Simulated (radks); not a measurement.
Spherical quantum dot in the effective-mass picture: electrons in a parabolic well V = omega^2 r^2 / 2 with omega = 1.33, all in effective atomic units (hartree* = m*/eps^2 hartree, bohr* = eps/m* bohr), one dielectric constant everywhere. Method: non-relativistic Kohn-Sham, exchange-only LDA, spin-polarised, spherical densities; computed with a radial shooting solver with Libxc functionals. Levels are named by radial order and angular momentum (1s, 1p, 1d, 2s, ...), and open shells are averaged over m. Results are scaled to m* = 0.054 and eps = 15.7, for which hartree* = 5.961 meV and bohr* = 15.39 nm.

N = 13, configuration 1s2 1p6 1d(up 5, down 0). This is the lowest configuration that the search found. Occupied and some empty levels:

level,occupation,eigenvalue (meV),<r> (nm)
1s up,1,55.410,20.02
1s down,1,56.046,19.50
1p up,3,59.948,25.21
1p down,3,60.812,24.99
1d up,5,65.017,28.99
1d down,0,65.965,28.97
2s up,0,65.997,25.61
2s down,0,66.639,25.85
1f up,0,70.527,32.07
1f down,0,71.480,32.17
2p up,0,71.913,29.14
2p down,0,72.565,29.27

Energy (meV): total 540.773, kinetic 94.470, external 211.75, Hartree 269.79, exchange-correlation -35.240.
